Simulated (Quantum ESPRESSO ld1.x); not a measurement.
ld1.x (Quantum ESPRESSO 7.5) input

```
 &input
    zed=58.0,
    iswitch=1,
    rel=1,
    dft='REVPBE',
    config='[Xe] 4f1 5d2',
    verbosity='high',
    prefix='ld1',
    max_out_wfc=37,
    file_charge='ld1.rho',
 /
```

Standard output:

```
     Program LD1 v.7.5 starts

     --------------------------- All-electron run ----------------------------

     scalar relativistic calculation

     atomic number is 58.00
     dft =REVPBE   lsd =0 sic =0 latt =0  beta=0.20 tr2=1.0E-14
     Exchange-correlation= REVPBE
                           (   1   4   4   4   0   0   0)
     mesh =2085 r(mesh) = 100.64072 a.u. xmin = -8.00 dx = 0.00800
     1 Ry =  13.60569312 eV, c = 137.03599908

     n l     nl                  e(Ry)          e(Ha)          e(eV)
     1 0     1S 1( 2.00)   -2960.260951671   -1480.130475835 -40276.4020724
     2 0     2S 1( 2.00)    -474.210365861    -237.105182930  -6451.9607136
     2 1     2P 1( 6.00)    -424.684673437    -212.342336719  -5778.1293408
     3 0     3S 1( 2.00)    -102.333554484     -51.166777242  -1392.3189385
     3 1     3P 1( 6.00)     -86.586390967     -43.293195484  -1178.0678641
     4 0     4S 1( 2.00)     -20.930618381     -10.465309191   -284.7755706
     4 1     4P 1( 6.00)     -15.791145547      -7.895572773   -214.8494804
     3 2     3D 1(10.00)     -64.236833206     -32.118416603   -873.9866398
     5 0     5S 1( 2.00)      -3.261558019      -1.630779010    -44.3757575
     5 1     5P 1( 6.00)      -1.996553932      -0.998276966    -27.1645001
     4 2     4D 1(10.00)      -8.395799517      -4.197899758   -114.2306717
     4 3     4F 1( 1.00)      -0.671121241      -0.335560621     -9.1310697
     5 2     5D 1( 2.00)      -0.523625037      -0.261812518     -7.1242816

     final scf error:  9.6E-15 reached in  24 iterations

     Etot =  -17721.002605 Ry,   -8860.501302 Ha, -241106.523269 eV

     Ekin =   18783.584130 Ry,    9391.792065 Ha,  255563.681420 eV
     Encl =  -42909.897559 Ry,  -21454.948779 Ha, -583818.898122 eV
     Eh   =    6824.194966 Ry,    3412.097483 Ha,   92847.902517 eV
     Exc  =    -418.884142 Ry,    -209.442071 Ha,   -5699.209084 eV

     normalization and overlap integrals

     s(1S/1S) =  1.000000  <r> =   0.0246  <r2> =    0.0008  r(max) =   0.0158
     s(1S/2S) = -0.018379
     s(1S/3S) = -0.007869
     s(1S/4S) = -0.003731
     s(1S/5S) = -0.001553
     s(2S/2S) =  1.000000  <r> =   0.1052  <r2> =    0.0131  r(max) =   0.0889
     s(2S/3S) = -0.004894
     s(2S/4S) = -0.002226
     s(2S/5S) = -0.000919
     s(2P/2P) =  1.000000  <r> =   0.0924  <r2> =    0.0104  r(max) =   0.0716
     s(2P/3P) = -0.003968
     s(2P/4P) = -0.001707
     s(2P/5P) = -0.000635
     s(3S/3S) =  1.000000  <r> =   0.2786  <r2> =    0.0887  r(max) =   0.2555
     s(3S/4S) = -0.001540
     s(3S/5S) = -0.000617
     s(3P/3P) =  1.000000  <r> =   0.2767  <r2> =    0.0887  r(max) =   0.2495
     s(3P/4P) = -0.001316
     s(3P/5P) = -0.000475
     s(4S/4S) =  1.000000  <r> =   0.6372  <r2> =    0.4580  r(max) =   0.5919
     s(4S/5S) = -0.000410
     s(4P/4P) =  1.000000  <r> =   0.6747  <r2> =    0.5173  r(max) =   0.6210
     s(4P/5P) = -0.000319
     s(3D/3D) =  1.000000  <r> =   0.2536  <r2> =    0.0758  r(max) =   0.2059
     s(3D/4D) = -0.000935
     s(3D/5D) = -0.000225
     s(5S/5S) =  1.000000  <r> =   1.5238  <r2> =    2.6087  r(max) =   1.3710
     s(5P/5P) =  1.000000  <r> =   1.7698  <r2> =    3.5488  r(max) =   1.5458
     s(4D/4D) =  1.000000  <r> =   0.7440  <r2> =    0.6418  r(max) =   0.6515
     s(4D/5D) = -0.000159
     s(4F/4F) =  1.000000  <r> =   1.1139  <r2> =    1.6580  r(max) =   0.7058
     s(5D/5D) =  1.000000  <r> =   2.8410  <r2> =    9.6020  r(max) =   2.1631

     ------------------------ End of All-electron run ------------------------
```

Run on one thread of a shared host, so times are rough (Intel(R) Xeon(R) Processor @ 2.60GHz): 0.73 s of CPU time, 0.75 s wall, 24 iterations on 2085 mesh points.
